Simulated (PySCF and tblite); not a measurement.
The numbers below are computed, except where a source is named.
System: C4H4FNSe, numbered as in [CH3:1][Se:2]/[CH:3]=[C:4](\[F:5])[C:6]#[N:7].

For the rotation about the C3–Se2 bond (torsion C4–C3–Se2–C1 from 180° to 360°, rising): electronic barrier 3.07 kcal/mol, zero-point change -0.18 kcal/mol, thermal and entropy terms at 200 K a further 0.29 kcal/mol (symmetry numbers apart). The minimum is Cs, the saddle C1. Level: BHandHLYP/pcSseg-1 + D3(BJ) on GFN2-xTB stationary points, with GFN2-xTB thermal terms. Rates follow Eyring's equation with the number of equivalent paths and no tunnelling. Run with tblite and PySCF.

(1) How many equivalent paths lead out of the minimum?

(2) Work out the rate at 200 K.

Spin–orbit effects of heavy atoms on shieldings are missing.

Results:

(1) 2: the symmetry number of the minimum is 1, that of the saddle displaced along its mode 1, and the displaced saddle is chiral while the minimum is not, which doubles the count.

(2) ΔG‡ = 3.18 kcal/mol; k_B T/h = 4.2×10¹² s⁻¹; exp(−ΔG‡/RT) = 0.00034; times 2 gives k = 2.8×10⁹ s⁻¹. Wigner's tunnelling factor for the 95i cm⁻¹ mode would be 1.02.
